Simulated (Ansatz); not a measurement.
Relaxation of Cl₃GaH₄Si (9 atoms, charge 0, multiplicity 1), to a largest force component of 0.03 eV/Å in at most 50 steps.

Theory: RKS BHLYP/def2-SVP (Ansatz 0.2.0).

```xyz
9
Properties=species:S:1:pos:R:3:forces:R:3
Ga -0.005 -0.606 -0.496 0.00 0.50 -0.15
Cl 0.427 0.117 2.835 -0.49 -1.27 -0.14
Cl 1.729 0.369 -1.307 0.00 0.01 -0.02
Cl -1.857 0.394 -0.939 0.00 0.00 0.00
Si 0.078 -2.663 0.635 0.04 -0.64 0.09
H -0.342 -3.782 -0.240 0.02 0.02 -0.01
H 1.445 -2.913 1.148 -0.05 0.01 0.00
H -0.861 -2.614 1.786 0.02 0.01 0.01
H -0.049 -1.125 2.812 0.45 1.37 0.21
```

Q: Where does it end, and by what steps?

A: The run converged. The force dipped under the threshold on the way, but the program's further checks kept it going. After 24 steps the energy has fallen by 0.263 eV; H9 moved furthest, 2.02 Å.

```tsv
step	energy less start (eV)	largest force component (eV/Å)	accepted
0	0.0000	1.370	yes
1	-0.0571	1.364	yes
2	-0.0830	1.192	yes
3	-0.0729	1.461	no
4	-0.1135	0.905	yes
5	-0.1364	0.542	yes
6	-0.1564	0.189	yes
7	-0.1652	0.165	yes
8	-0.1763	0.100	yes
9	-0.1541	1.073	no
10	-0.1806	0.071	yes
11	-0.1832	0.277	yes
12	-0.1919	0.176	yes
13	-0.1993	0.213	yes
14	-0.2129	0.310	yes
15	-0.2205	0.254	yes
16	-0.2245	0.908	yes
17	-0.2537	0.102	yes
18	-0.2602	0.052	yes
19	-0.2622	0.026	yes
20	-0.2460	0.608	no
21	-0.2623	0.036	yes
22	-0.2623	0.032	yes
23	-0.2627	0.066	yes
24	-0.2629	0.018	yes
```

```xyz
9
Properties=species:S:1:pos:R:3
Ga 0.066 -0.750 -0.048
Cl 0.537 0.198 2.666
Cl 1.606 0.361 -1.068
Cl -1.804 0.374 0.079
Si 0.171 -3.088 0.469
H -0.180 -3.877 -0.734
H 1.541 -3.438 0.906
H -0.791 -3.389 1.553
H -0.580 0.785 2.411
```

The run took 54 s on 4 threads of Arm Neoverse V2, on a shared host, peak memory 0.36 GiB.
